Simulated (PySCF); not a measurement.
Species: 4-(methylthio)benzoic acid, C8H8O2S.
Atom-mapped SMILES: `[CH3:1][S:2][c:3]1[cH:4][cH:5][c:6]([C:7](=[O:8])[OH:9])[cH:10][cH:11]1` (hydrogens: H12, H13, H14 on C1; H15 on C4; H16 on C5; H17 on O9; H18 on C10; H19 on C11)

Method: PBE0-D3(BJ)/def2-SVP geometry optimisation, gas phase in PySCF 2.14.0; density fitting, grid level 2; the optimiser is geomeTRIC in internal coordinates, started from a GFN2-xTB structure.

Step 0: E = -23326.4615 eV
```
atom  x, y, z in Å  |  force x, y, z in eV/Å
C1      3.6783    0.1910   -0.0571   -0.671  -0.626  -0.224
S2      2.6718   -1.2254   -0.5854    0.174   0.053   0.018
C3      1.0124   -0.6853   -0.3682    0.655  -0.074  -0.032
C4      0.6563    0.5682    0.1184    0.024   0.016   0.007
C5     -0.6764    0.9026    0.2508   -0.153  -0.118  -0.048
C6     -1.6719   -0.0066   -0.0971   -0.106   0.138   0.055
C7     -3.1029    0.3185    0.0322   -0.682   0.133   0.056
O8     -4.0086   -0.4294   -0.2468    0.084  -0.063  -0.028
O9     -3.3319    1.5590    0.5027    0.295   0.143   0.054
C10    -1.3095   -1.2653   -0.5828   -0.089   0.199   0.078
C11     0.0167   -1.6008   -0.7179    0.080   0.051   0.020
H12     3.4961    0.4075    0.9914    0.002   0.187   0.430
H13     4.7097   -0.1184   -0.1946    0.409  -0.114  -0.050
H14     3.4663    1.0524   -0.6833   -0.009   0.429  -0.198
H15     1.4074    1.2896    0.3972    0.327   0.295   0.109
H16    -0.9525    1.8754    0.6265   -0.140   0.405   0.159
H17    -4.2880    1.7078    0.5633    0.094  -0.289  -0.109
H18    -2.0902   -1.9617   -0.8476   -0.354  -0.297  -0.115
H19     0.3074   -2.5699   -1.0942    0.060  -0.467  -0.179
```

Task: Estimate the geometry and energy of step 1. (The exact step hangs on the optimiser's Hessian estimate; all steps are aligned on step 0, rigid shifts and turns removed.)

Result: E = -23326.4956 eV, largest force 0.197 eV/Å
```
atom  x, y, z in Å  |  force x, y, z in eV/Å
C1      3.6588    0.1615   -0.0324    0.122   0.043   0.007
S2      2.6817   -1.2603   -0.5291   -0.026   0.017   0.005
C3      1.0322   -0.6853   -0.3717   -0.072  -0.028  -0.028
C4      0.6714    0.5984    0.0595    0.090   0.046   0.001
C5     -0.6690    0.9496    0.1690   -0.042   0.056   0.035
C6     -1.6738    0.0356   -0.1546   -0.006  -0.007   0.001
C7     -3.1135    0.3415    0.0058    0.135  -0.130   0.060
O8     -4.0093   -0.3764   -0.3648   -0.051   0.041   0.017
O9     -3.3361    1.4918    0.6599   -0.060  -0.014  -0.025
C10    -1.3135   -1.2406   -0.6067   -0.066  -0.028  -0.019
C11     0.0181   -1.6007   -0.7089    0.042  -0.054  -0.028
H12     3.4565    0.4563    1.0088    0.003  -0.020  -0.036
H13     4.7082   -0.1610   -0.1084   -0.055   0.027   0.007
H14     3.5050    1.0190   -0.7058    0.002  -0.034   0.027
H15     1.4334    1.3345    0.3198   -0.020  -0.019  -0.011
H16    -0.9440    1.9501    0.5100    0.013  -0.039   0.024
H17    -4.2970    1.5455    0.7681   -0.029   0.089  -0.050
H18    -2.1087   -1.9455   -0.8626    0.030   0.022   0.011
H19     0.2896   -2.6046   -1.0481   -0.010   0.033   0.001
```

The energy changes by -0.0341 eV. The first-order estimate −F·Δx gives -0.1144 eV and the mean of the old and new forces, exact on a quadratic surface, -0.0344 eV. The step makes an angle of 82° with the force vector and moves no atom by more than 0.261 Å.

What follows is the cost of the whole optimisation. On one thread of an Intel Xeon Platinum 8259CL at 2.50 GHz, no GPU, on a shared host, this took 4.9 min and 1.0 GiB of memory at its peak.
